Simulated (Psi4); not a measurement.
Ir, sextet (another spin typed on purpose, not shown lowest) (core potentials on Ir).

Input for Psi4:
```
memory 2 GB

molecule mol {
0 6
  Ir    0.000000    0.000000    0.000000
}

set basis def2-svp
set reference uhf

energy('scf')
print_variables()
```

Task: What does this run give for the total energy, number of basis functions, <S^2>?

Result: 
```
Property                         Result
-------------------------  ------------
total energy               -103.3416 Eh
number of basis functions            32
<S^2>                             8.753
```

These values belong to the state on which the SCF converged, which isn't shown to be the lowest.
